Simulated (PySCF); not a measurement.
**Au⁺: interval between two levels**

Au⁺ [Xe] 4f14 5d10 → Au⁺ [Xe] 4f14 5d9 6s1 [3D3, M_J = 3], as a difference of total energies. All numbers are calculated (PySCF 2.14, the two-component X2C-1e Hamiltonian, in x2c-SVPall-2c with one added diffuse shell each of s, d type (8s9p10d2f, 99 functions)). Correlated levels: [Kr] 4d10 4f14 frozen; the 22 highest virtual spinors dropped. "Screened" scales the spin-orbit matrix elements by Boettger's factors to mimic the two-electron term; Breit and QED terms are absent.

| method | interval between two levels (cm⁻¹) |
| --- | --- |
| GHF (spin-free) | 18414 |
| GMP2 (spin-free) | 23140 |
| GHF (screened spin-orbit) | 13013 |
| GMP2 (screened spin-orbit) | 17684 |

The labels give the starting determinants; with spin-orbit coupling the two ends relaxed to ⟨J²⟩ = 0.00, ⟨L²⟩ = 0.14, ⟨S²⟩ = 0.14 and ⟨J²⟩ = 12.01, ⟨L²⟩ = 6.14, ⟨S²⟩ = 2.14.
